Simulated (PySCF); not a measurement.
## From computed data to an observable: dipole moment from atomic charges

B(F)(OH)(OMe) (CH4BFO2), SMILES B(F)(O)OC. Atoms are numbered in the order given.

```xyz
9

B     -0.0159     0.0838     0.5047
F     -0.3502    -0.3090     1.7368
O      0.5969     1.2808     0.3174
H      0.7345     1.7522     1.1443
O     -0.3096    -0.7437    -0.5129
C     -0.0037    -0.4334    -1.8481
H      0.6798    -1.1953    -2.2544
H     -0.9276    -0.4484    -2.4470
H      0.4682     0.5562    -1.9442
```
Charge 0, spin multiplicity 1.

Coordinates come from a PBE0-D3(BJ)/def2-SVP optimisation. One conformer was computed; it need not be the lowest.

Charges (e) from B3LYP/def2-TZVP (PySCF):

```
atom  Mulliken  ESP fit
----  --------  -------
B1       0.449    0.833
F2      -0.267   -0.362
O3      -0.435   -0.677
H4       0.329    0.420
O5      -0.278   -0.397
C6      -0.147   -0.102
H7       0.115    0.098
H8       0.115    0.098
H9       0.120    0.088
```

The dipole moment of the full density is 1.71 D.

What dipole moment does each set of point charges give, and which comes closer to that of the density?


μ = Σ q r, and 1 e Å = 4.8032 D.
Mulliken: Σ q r = (0.183, 0.288, -0.358) e Å, |μ| = 2.38 D.
ESP fit: Σ q r = (0.158, 0.278, -0.182) e Å, |μ| = 1.77 D.
ESP fit comes closer in size. Point charges leave out the atoms' own dipoles (lone pairs, polarised bonds); fits to the potential absorb them, partitions of the density don't.
